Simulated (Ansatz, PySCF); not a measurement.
Torsion H4–O1–Se2–Br3 in BrHOSe (SMILES O[Se]Br); at each angle all else is relaxed with GFN2-xTB, and the levels are single points there.
Geometry at 270° (charge 0, multiplicity 1):
```json
[
 {"atom": "O", "x (Å)": "-1.0815", "y (Å)": "0.1344", "z (Å)": "0.3629"},
 {"atom": "Se", "x (Å)": "0.3331", "y (Å)": "1.0498", "z (Å)": "-0.2201"},
 {"atom": "Br", "x (Å)": "1.9963", "y (Å)": "0.0493", "z (Å)": "0.9984"},
 {"atom": "H", "x (Å)": "-1.2530", "y (Å)": "-0.6508", "z (Å)": "-0.1687"}
]
```

On the grid 0° to 330°, 180° is the highest and 270° the lowest point at wB97M-V/def2-TZVPP.

Frozen-core correlation. Filled d and f shells under p-block atoms count as core. CBS: X⁻³ extrapolation of the correlation energy, Hartree–Fock from the larger set. Rows in 6-31G* carry no dispersion term and start afresh at each structure (6-31G* with six Cartesian d functions); the Pople sets are all-electron and without relativity.

Codes used: Ansatz (Gaussian orbitals); PySCF for 6-31G* rows, M06-2X, the dispersion terms. Each number belongs to the level named beside it.

| level | energy at 180° less that at 270° (kJ/mol) |
|---|---|
| HF/cc-pVTZ | 31.4 |
| HF/cc-pVQZ | 30.4 |
| PBE-D4/def2-TZVPP | 36.2 |
| M06-2X/6-31G* | 37.2 |
| M06-2X/def2-TZVPP | 31.8 |
| wB97M-V/def2-TZVPP | … |
| MP2/cc-pVTZ | … |
| MP2/CBS(cc-pVTZ, cc-pVQZ) | 31.7 |
| SCS-MP2/cc-pVQZ | 31.5 |

**Question.** Some entries are withheld; supply them.

**Answer.** 
- wB97M-V/def2-TZVPP, energy at 180° less that at 270° (kJ/mol): 32.8
- MP2/cc-pVTZ, energy at 180° less that at 270° (kJ/mol): 33.8

Ansatz is a program for electronic structure.
